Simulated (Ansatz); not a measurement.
```yaml
crystal:
  periodic: [false, false, false]
  atoms:
    - {symbol: N, position_ang: [-0.545812, 0.169420, -0.384015]}
    - {symbol: Ge, position_ang: [0.050263, -1.438487, 0.785018]}
    - {symbol: Cl, position_ang: [1.860432, -0.670318, 1.388969]}
    - {symbol: H, position_ang: [0.105602, 1.305353, -0.755339]}
    - {symbol: H, position_ang: [-1.348998, 0.035955, -1.196802]}
basis:
  gaussian: {orbitals: def2-TZVP}
hamiltonian: {xc: {name: B2PLYP}, dispersion: d2}
```

```sh
$ ansatz run in.yaml --threads 4 --pin off --events-out ev --progress --plain --max-ram 10444MiB
```

Task: How does Ansatz answer? (An estimate is asked.)

Result: Ansatz gave: The input was rejected before any iteration.
```
Error: YAML parse error: error: line 11 column 47: hamiltonian.dispersion: `d2` is not `none`, `rvv10`, `d3bj`, `d3bjatm`, `d4` or a map `{method: …, s8: …, a1: …, a2_bohr: …}` (numbers without units, a2 in bohr) or `{method: …, functional: …}`
 9 | basis:
10 |   gaussian: {orbitals: def2-TZVP}
11 | hamiltonian: {xc: {name: B2PLYP}, dispersion: d2}
```
